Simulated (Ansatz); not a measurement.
`[GaH2][SnH3]`, one more setting.

```yaml
crystal:
  periodic: [false, false, false]
  atoms:
    - {symbol: Ga, position_ang: [-0.416606, -1.483187, 0.084952]}
    - {symbol: Sn, position_ang: [0.270309, 1.039331, -0.070109]}
    - {symbol: H, position_ang: [-0.409468, -2.215867, 1.476476]}
    - {symbol: H, position_ang: [-0.823380, -2.291869, -1.200454]}
    - {symbol: H, position_ang: [-0.223995, 1.790242, -1.524965]}
    - {symbol: H, position_ang: [-0.370471, 1.963687, 1.219302]}
    - {symbol: H, position_ang: [1.973601, 1.197662, 0.014777]}
basis:
  gaussian: {orbitals: def2-TZVP}
hamiltonian: {xc: {name: PBEsol}, dispersion: d3bj}
output: {forces: true}
```

```sh
$ ansatz run in.yaml --threads 2 --pin off --events-out ev --progress --plain --max-ram 4352MiB
```

Output, abridged:

```
Functional definition: PBEsol
976 factors; their error is unknown
mean field evaluation 1: about -58233.2721 eV, gradient 3.9e1 eV
mean field evaluation 2: about -58232.3107 eV, gradient 5.7e1 eV
mean field evaluation 4: about -58235.2912 eV, gradient 9.2e-1 eV
mean field evaluation 8: about -58235.2766 eV, gradient 9.2e-3 eV
mean field -58235.27655858 eV, -2140.1069402395 hartree, gradient 5.6e-5 eV, S^2 0.000000; 0 other end points of the search recorded, 0 dependent functions left out
reference -58235.27661316 eV, -2140.1069422452 hartree; 29, 29 occupied and 99, 99 virtual orbitals, 976 factors
Total energy: -58235.32744434 eV, -2140.1088102568 hartree
Atom 0 at    -0.416606    -1.483187     0.084952 Å, force     0.048166     0.162597    -0.008179 eV/Å
Atom 1 at     0.270309     1.039331    -0.070109 Å, force    -0.076696    -0.224665     0.006206 eV/Å
Atom 2 at    -0.409468    -2.215867     1.476476 Å, force     0.001942    -0.020711     0.056362 eV/Å
Atom 3 at    -0.823380    -2.291869    -1.200454 Å, force    -0.015236    -0.023882    -0.054565 eV/Å
Atom 4 at    -0.223995     1.790242    -1.524965 Å, force    -0.021229     0.041881    -0.077640 eV/Å
Atom 5 at    -0.370471     1.963687     1.219302 Å, force    -0.026100     0.051690     0.070566 eV/Å
Atom 6 at     1.973601     1.197662     0.014777 Å, force     0.089153     0.013090     0.007251 eV/Å
Dipole moment:    -0.034308    -0.105178     0.004081 e Å
```

Hardware: 2 threads of an Arm Neoverse V2 on a shared host. Wall time 1.4 s, peak host memory 0.15 GiB.
